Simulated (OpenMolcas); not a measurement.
# O V: effect of the active space

- Program: OpenMolcas
- Method: MS-CASPT2 or its RAS form, IPEA 0.25 Eh, imaginary shift 0.1 Eh
- Basis: ANO-RCC
- Scalar Hamiltonian: DKH2, point nucleus
- Spin-orbit coupling: RASSI with atomic mean-field integrals over the reference wave functions, term energies averaged over their components

A. 2 electrons in 8 orbitals (2s 2p 3s 3p); 2S+1 = 3 even, 3 roots; 2S+1 = 1 even, 7 roots; 2S+1 = 3 odd, 3 roots; 2S+1 = 1 odd, 3 roots; closed shells correlated: 1s; CASPT2 step roughly 5 core-seconds
B. 2 electrons in 9 orbitals (RAS2 2s 2p; RAS3 3d, at most 2 electrons); 2S+1 = 3 even, 3 roots; 2S+1 = 1 even, 7 roots; 2S+1 = 3 odd, 3 roots; 2S+1 = 1 odd, 3 roots; closed shells correlated: 1s; CASPT2 step roughly 7 core-seconds

Energies in cm-1 above 2s2 1S0, the measured ground level; measured values from Moore, Selected Tables of Atomic Spectra, NSRDS-NBS 3, section 9.

```
      Level       A       B  Measured
    2s2 1S0     0.0     0.0       0.0
2s 2p 3P* 0   82040   82020     81942
2s 2p 3P* 1   82190   82170     82079
2s 2p 3P* 2   82490   82460     82385
2s 2p 1P* 1  159990  159400    158798
    2p2 3P0  213780  213790    213462
    2p2 3P1  213930  213940    213618
    2p2 3P2  214220  214230    213887
    2p2 1D2  232770  232440    231721
    2p2 1S0  288790  289050    287910
```

Deviations, from unrounded energies. A percentage is the sum of absolute deviations over the sum of measured energies, with the sign that they share, or ± where signs differ.

| Against measurement | Levels | A | B |
| --- | --- | --- | --- |
| mean absolute deviation (cm-1) | 9 | 490 | 410 |
| other configurations (%) | 9 | +0.3 | +0.2 |

B lies closest to measurement on these levels. The largest miss of B in the table is 2p2 1S0, by +1100 cm-1. The ranking rests on the paired levels alone, and a cruder setting can come out closer through cancelling errors.

Between A and B the level of the table that moves most is 2s 2p 1P* 1, by 590 cm-1 (lowest in B, highest in A). Moves below CASPT2's spread within the term are not significant.

CASPT2 breaks the degeneracy within a term, and the mean is taken; among the terms shown or strongly mixed into the levels shown the widest spread is 22 cm-1 (2p2 1D, A). Active for correlation alone: 3p 3s; no level in the range computed is led by a configuration that fills them, so any true level of that kind is missing (holds for A). Active for correlation alone: 3d; no level in the range computed is led by a configuration that fills it, so any true level of that kind is missing (holds for B). Computed and measured levels are paired by configuration, term and J; levels that our copy of the source lacks, or whose pairing is in doubt (as where it misses far off the trend of its configuration), stay unpaired and out of the deviations. Only configurations of the active space appear.

* marks odd parity.
